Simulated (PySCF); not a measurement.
## Correlation energy of C²⁺ (carbon, charge +2)

[He] 2s2, closed-shell 1S. Calculation: PySCF 2.14, in aug-cc-pVTZ with one added diffuse shell each of s, p, d, f type (6s5p4d3f, 62 functions); no relativity, point nucleus. Frozen: 1s2; 2 electrons correlated.

With two correlated electrons CCSD is exact within the correlated space (frozen core and kept virtual orbitals).

```json
{"level": "CCSD", "correlation energy (mhartree)": "-72.95"}
```

Diagnostics: T1 = 0.0085, D1 = 0.0120, largest double amplitude 0.156.

A double-excitation amplitude exceeds 0.15, a sign of near-degeneracy.

Cost of the coupled-cluster step: roughly 0.4 core-seconds, for 2 correlated electrons.
